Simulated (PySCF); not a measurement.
Coordinates in bohr (charge 0 multiplicity 1):
```
Ta    0.0000   -0.2211   -0.1563
O     0.0000   -2.8454   -2.0120
Cl    3.5921   -0.3944    2.2611
Cl   -3.5921   -0.3944    2.2611
Cl    0.0000    3.1977   -2.8189
```

These are results of PBE0 in PySCF with Ta def2-SVP with ECP60, O def2-SVP, Cl def2-SVP; scalar-relativistic core potentials, no spin–orbit coupling; density-fitted integrals, not measurements.

This geometry of TaOCl3 is a stationary point at this level.

Task: What is the point group?

Result: C3v.

Task: Is it a minimum?

Result: Yes: all harmonic wavenumbers are real.

Task: Give the atomic charges and bond orders.

Result: 
| atom | Mulliken | Löwdin | polar tensor | Mayer order to Ta1 |
| --- | --- | --- | --- | --- |
| Ta1 | 0.91 | -0.41 | 2.20 | – |
| O2 | -0.27 | -0.08 | -0.71 | 2.31 |
| Cl3,4,5 | -0.21 | 0.17 | -0.50 | 1.21 |

Task: What is the atomisation energy, with and without zero-point energy?

Result: 2157 kJ/mol without, 2139 kJ/mol with.

Stability towards spin polarisation was not tested. Other isomers or separated fragments may lie lower. With an element this heavy the missing spin–orbit coupling can shift these numbers.
